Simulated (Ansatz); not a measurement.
Start from `N[CH2][GeH2][OH]` and change one atom or group to get `N[CH2][GeH3]`.

Ansatz, PBE0-D4/def2-TZVP geometries, multiplicity 1. Each molecule was computed in one conformer, which needn't be the lowest.

Scalar relativity is left out up to krypton.

| property | `N[CH2][GeH2][OH]` |
| --- | --- |
| HOMO energy (B3LYP/def2-TZVPP) / eV | -6.74 |
| zero-point energy (PBE0-D4/def2-TZVP) / kJ/mol | 220.6 |
| HOMO–LUMO gap (B3LYP/def2-TZVPP) / eV | 6.77 |
| LUMO energy (PBE0/def2-TZVPP) / eV | 0.34 |
| HOMO–LUMO gap (PBE/def2-TZVPP) / eV | 4.97 |
| size of the dipole moment (ωB97M-V/def2-TZVPP) / D | 0.71 |

**Question.** What does the change do to each property? (Estimate.)

**Answer.** The calculation gave: 
| property | `N[CH2][GeH3]` | shift |
| --- | --- | --- |
| HOMO energy (B3LYP/def2-TZVPP) / eV | -6.68 | 0.06 |
| zero-point energy (PBE0-D4/def2-TZVP) / kJ/mol | 204.0 | -16.6 |
| HOMO–LUMO gap (B3LYP/def2-TZVPP) / eV | 7.09 | 0.32 |
| LUMO energy (PBE0/def2-TZVPP) / eV | 0.73 | 0.39 |
| HOMO–LUMO gap (PBE/def2-TZVPP) / eV | 5.37 | 0.40 |
| size of the dipole moment (ωB97M-V/def2-TZVPP) / D | 1.59 | 0.88 |

With PBE0 the HOMO rises by 0.06 eV and the LUMO rises by 0.39 eV, so the gap widens by about 0.33 eV. PBE moves the HOMO by 0.05 eV and ωB97M-V by 0.06 eV. The zero-point energy changes by -16.6 kJ/mol with -3 modes. Dipoles are sizes alone; their direction can turn.

B3LYP here is the variant with VWN-RPA as its local correlation; programs differ in this.
